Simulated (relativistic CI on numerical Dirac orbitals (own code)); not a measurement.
Radial parameters of Lu⁵³⁺

Computed by Dirac-Coulomb-Breit CI, orbitals from a KLI potential per configuration, model QED (radiative potential, 1s self-energy scaled to tabulated hydrogen-like ionisation energies), unscaled Slater integrals (own radial code, finite nucleus).

Slater integrals F^k, G^k are unscaled and averaged over j, outside the closed core [Ne]; ζ comes from projecting the Hamiltonian with its Breit term on Σ l·s of the shell.

- 3s²3p⁵3d: ζ(3p) = 1.5193e+06, F^2(3p,3d) = 508930, G^1(3p,3d) = 530900, G^3(3p,3d) = 357850, ζ(3d) = 207210 cm⁻¹; <r>(3p) = 0.1941, <r^2>(3p) = 0.04363, <r>(3d) = 0.1723, <r^2>(3d) = 0.03426 (bohr units).
- 3s3p⁶3d: G^2(3s,3d) = 405980, ζ(3d) = 208070 cm⁻¹; <r>(3s) = 0.198, <r^2>(3s) = 0.04479, <r>(3d) = 0.1724, <r^2>(3d) = 0.03431 (bohr units).
- 3s²3p⁵4s: ζ(3p) = 1.5339e+06, G^1(3p,4s) = 68207 cm⁻¹; <r>(3p) = 0.1932, <r^2>(3p) = 0.04325, <r>(4s) = 0.373, <r^2>(4s) = 0.1568 (bohr units).

Averages of the first 10 configurations, taken without configuration mixing, which lowers the lowest level and can move excited configurations by several eV; other configurations of the list can lie among them:

```tsv
Configuration	Parity	States	Average energy above the lowest level (eV)
3s²3p⁶	even	1	0.4
3s²3p⁵3d	odd	60	375.7
3s3p⁶3d	even	20	768.8
3s²3p⁵4s	odd	12	2308.9
3s²3p⁵4p	even	36	2458.9
3s²3p⁵4d	odd	60	2614.5
3s3p⁶4s	even	4	2704.1
3p⁶3d4p	odd	60	3620.9
3p⁶3d²	even	45	1548.6
3p⁵3d³	odd	720	1921.8
```
